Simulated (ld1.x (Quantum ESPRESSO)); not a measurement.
## An all-electron radial function and its pseudo partner (Si)

Columns: radius, all-electron u(r) and pseudo u(r) of the 3s shell (level -28.66 eV) of silicon in the configuration [Ne] 3s2 3p0; LDA (PZ), scalar-relativistic, TM scheme, ld1.x (Quantum ESPRESSO) 7.5.

| r (bohr) | all-electron | pseudo |
| --- | --- | --- |
| 0.090 | 0.1636 | 0.0494 |
| 0.180 | -0.0927 | 0.0966 |
| 0.270 | -0.3008 | 0.1395 |
| 0.360 | -0.3830 | 0.1766 |
| 0.450 | -0.3598 | 0.2078 |
| 0.540 | -0.2681 | 0.2347 |
| 0.630 | -0.1389 | 0.2605 |
| 0.720 | 0.0051 | 0.2898 |
| 0.810 | 0.1492 | 0.3275 |
| 0.900 | 0.2841 | 0.3777 |
| 0.990 | 0.4046 | 0.4423 |
| 1.080 | 0.5083 | 0.5179 |
| 1.170 | 0.5943 | 0.5952 |
| 1.260 | 0.6630 | 0.6630 |
| 1.350 | 0.7154 | 0.7154 |
| 1.440 | 0.7529 | 0.7529 |
| 1.530 | 0.7770 | 0.7770 |
| 1.620 | 0.7893 | 0.7893 |
| 1.710 | 0.7915 | 0.7915 |
| 1.800 | 0.7850 | 0.7850 |
| 1.890 | 0.7714 | 0.7714 |
| 1.980 | 0.7518 | 0.7518 |
| 2.070 | 0.7277 | 0.7277 |
| 2.160 | 0.7000 | 0.7000 |
| 2.250 | 0.6696 | 0.6696 |
| 2.340 | 0.6374 | 0.6374 |

(1) How many radial nodes do the two functions have?

(2) At about which radius was the pseudo-wave matched?

(3) Is the pseudo-wave norm-conserving?

Results:

(1) The all-electron 3s function has n − l − 1 = 2; the pseudo-wave has 0, since the states of the same l below it are removed with the core.

(2) 1.30 bohr, where the columns begin to agree (steps of 0.09 bohr).

(3) Yes: the TM scheme keeps the norm inside the radius equal to the all-electron one, which fixes the energy derivative of the logarithmic derivative at the level.
